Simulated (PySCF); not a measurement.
# Tc: ionisation energy

Tc [Kr] 4d5 5s2 (6S) → Tc⁺ [Kr] 4d5 5s1 (7S), as a difference of total energies. All numbers are calculated (PySCF 2.14, a scalar-relativistic core potential, in def2-QZVPPD with the def2 core potential (28 electrons) (7s5p4d4f2g, 88 functions)). Correlated levels: valence: 4s2 4p6 frozen. The calculations carry no spin-orbit coupling.

| method | ionisation energy (eV) | error (eV) |
| --- | --- | --- |
| UHF | 5.538 | -1.581 |
| MP2 (valence) | 6.750 | -0.369 |
| SCS-MP2 (valence) | 7.021 | -0.098 |
| CCSD (valence) | 6.839 | -0.280 |
| CCSD(T) (valence) | 6.950 | -0.169 |

Reference: 7.119 eV (measured; NIST Atomic Spectra Database, ionization energies).

Errors of the correlated levels include the incompleteness of this basis and the frozen core.
